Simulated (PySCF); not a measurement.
InH₂⁺: bend–stretch map

Computed with PBE0/[In def2-TZVP with ECP28, H def2-TZVP], scalar-relativistic core potentials, density fitting, no spin–orbit coupling, PySCF.

Rigid scan from the singlet minimum (In–H 1.666 Å (×2); H–In–H 180.0°). Coordinate: rows scale both bonds, columns set the H–In–H angle. Energies in kJ/mol from the minimum.

Rows run from the largest first scale (top) to the smallest, columns from the smallest angle to the largest. Lower edges of the bins (kJ/mol): '_' 0.0, '.' 1.6, ':' 4.0, '-' 8.0, '=' 14.2, '+' 24.1, '*' 39.7, '#' 64.6, '%' 103.9, '@' 166.2; top 265, each point printed twice.
```
@@%%%%##**++++
@@%%####++==--
@@%%##**++--..
@@%%##**++::__
@@@@%%##++--..
@@@@%%##**++==
```

(1) Give the energies on the grid of the scan.

Results:

(1) 
```csv
scale \ angle,90,105,120,135,150,165,180
0.94,265,191,132,84,48,24,16
0.97,241,170,113,68,33,11,4
1.00,225,157,103,60,27,7,0
1.03,218,152,100,59,29,10,3
1.06,216,153,103,65,36,18,12
1.10,221,161,115,79,53,36,30
```

The bond scale of lowest energy on the grid is 1.06 at 90°, 1.03 at 105°, 1.03 at 120°, 1.03 at 135°, 1.00 at 150°, 1.00 at 165°, 1.00 at 180°.
